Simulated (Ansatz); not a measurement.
A run for Ansatz (a quantum-chemistry and plane-wave program): R-PBE0/def2-TZVPP on GaCu, 2S+1 = 1, a spin state set in the input, which need not be the lowest.

Ansatz 0.2 input:
```yaml
crystal:
  periodic: [false, false, false]
  atoms:
    - {symbol: Cu, position_ang: [0.00000000, 0.00000000, 0.00000000]}
    - {symbol: Ga, position_ang: [0.00000000, 0.00000000, 2.41300000]}
basis:
  gaussian:
    orbitals: def2-TZVPP
hamiltonian:
  xc: {name: PBE0}
relax: {f_tol: 0.002, max_steps: 120}
```

**Question.** Predict the final total energy.

**Answer.** -3564.8684 hartree.

**Question.** How many basis functions does it have, and what does it roughly cost on one machine?

**Answer.** 112 functions; very roughly 12 core-seconds.
